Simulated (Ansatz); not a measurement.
The cluster Na₄O₂⁺. Charge 1, multiplicity 2. Geometry r2SCAN-D4/def2-SVP, that of the neutral singlet; atoms count from 1.

```xyz
6

Na    2.818    0.286    2.370
Na   -2.824   -0.277   -2.364
Na   -0.554   -0.907    0.768
Na    0.558    0.902   -0.772
O     1.294    0.124    1.079
O    -1.291   -0.128   -1.082
```

The structure comes from a short search, and lower isomers may exist.

**Question.** Estimate the Mulliken populations from the PBE0/def2-TZVP orbitals of Ansatz.

**Answer.** 
```csv
atom,charge (e),spin (α − β)
Na1,0.81,-0.02
Na2,0.81,-0.02
Na3,0.74,-0.05
Na4,0.74,-0.05
O5,-1.05,0.56
O6,-1.05,0.56
```
Mulliken values and Mayer orders depend strongly on the basis.

**Question.** Where does the spin sit?

**Answer.** Summed by element: Na -0.13, O 1.13, of 1 unpaired in all. Largest on single atoms: O6 0.56, O5 0.56, Na4 -0.05.

**Question.** And the Mayer bond orders between bonded heavy atoms (over 0.3)?

**Answer.** Na1–O5 0.33 (2.00 Å); Na2–O6 0.33 (2.00 Å). Values over 0.3 also appear between atoms too far apart for a bond (O5–O6 0.34 at 3.38 Å); they arise where an orbital or an unpaired electron spreads over both atoms.
